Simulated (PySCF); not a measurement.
## PtS₂⁻: bending curve

Computed with UB3LYP in PySCF with Pt def2-SVPD with ECP60, S def2-SVPD; scalar-relativistic core potentials, no spin–orbit coupling; density-fitted integrals.

Rigid scan from the doublet minimum (Pt–S 2.155 Å (×2); S–Pt–S 154.4°). Coordinate: the S–Pt–S angle, bonds fixed. Energies in kJ/mol from the minimum.

| bond angle (°) | E (kJ/mol) | dipole size (D, about the centre of mass) | ⟨S²⟩ |
| --- | --- | --- | --- |
| 80 | 133.9 | 4.70 | 0.76 |
| 90 | 95.2 | 4.29 | 0.76 |
| 100 | 65.2 | 3.74 | 0.76 |
| 110 | 41.4 | 3.17 | 0.76 |
| 120 | 23.4 | 2.62 | 0.76 |
| 130 | 10.8 | 2.12 | 0.76 |
| 140 | 3.3 | 1.67 | 0.76 |
| 150 | 0.3 | 1.25 | 0.76 |
| 160 | 0.2 | 0.84 | 0.76 |
| 170 | 1.3 | 0.42 | 0.76 |
| 180 | 1.8 | 0.00 | 0.76 |

With the bonds held, the linear shape lies 1.8 kJ/mol from the minimum.

Open d and f shells are described by one determinant, and the ground state may have another occupation or spin. No spin–orbit coupling is included, which matters more the heavier the element.

The scan took 23 s on 2 threads of a shared Intel Xeon @ 2.80GHz (Skylake/Cascade Lake) host; the process peaked at 0.85 GiB. Launch command: `OMP_NUM_THREADS=2 python axn.py task.json out`.
